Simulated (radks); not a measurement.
The numbers below are computed, except where a source is named.
Excited configurations of Os I: one electron is placed in a higher orbital outside [Xe] 4f14 5d6 6s1. The ground configuration is [Xe] 4f14 5d6 6s2. Code: a radial shooting solver on a logarithmic mesh with Libxc functionals. Model: Dirac Kohn-Sham, PBE, spin-unpolarised, spherical densities, finite nucleus; open shells fill j = l - 1/2 first; Fermi nuclear charge, rms radius 5.4126 fm. Excitation = E - E(ground); binding = E(ion) - E, where the ion is the core of charge +1; n* = 1/sqrt(2 binding) in atomic units, and the quantum defect is n - n*.

[
 {"outer orbital": "6p1/2", "excitation (eV)": "4.542", "binding (eV)": "4.967", "n*": "1.655", "quantum defect": "4.345", "eigenvalue (eV)": "-2.374", "<r> (bohr)": "4.071"},
 {"outer orbital": "6d3/2", "excitation (eV)": "7.910", "binding (eV)": "1.599", "n*": "2.917", "quantum defect": "3.083", "eigenvalue (eV)": "-0.719", "<r> (bohr)": "10.24"},
 {"outer orbital": "7p1/2", "excitation (eV)": "7.638", "binding (eV)": "1.872", "n*": "2.696", "quantum defect": "4.304", "eigenvalue (eV)": "-1.058", "<r> (bohr)": "10.68"},
 {"outer orbital": "7d3/2", "excitation (eV)": "8.504", "binding (eV)": "1.006", "n*": "3.678", "quantum defect": "3.322", "eigenvalue (eV)": "-0.563", "<r> (bohr)": "19.21"},
 {"outer orbital": "7f5/2", "excitation (eV)": "9.051", "binding (eV)": "0.459", "n*": "5.443", "quantum defect": "1.557", "eigenvalue (eV)": "-0.287", "<r> (bohr)": "43.55"}
]

The Delta-SCF ionisation energy is 9.510 eV (NIST Atomic Spectra Database: 8.438 eV, measured). Self-interaction in the functional shifts the binding energies and quantum defects, so they are the method's values and not measured ones. Spin polarisation and multiplet splitting are left out, so open shells lie too high by an amount that depends on their filling.

Beside tabulated values, note that spin-unpolarised runs miss the spin-polarisation part of the exchange energy of open shells.
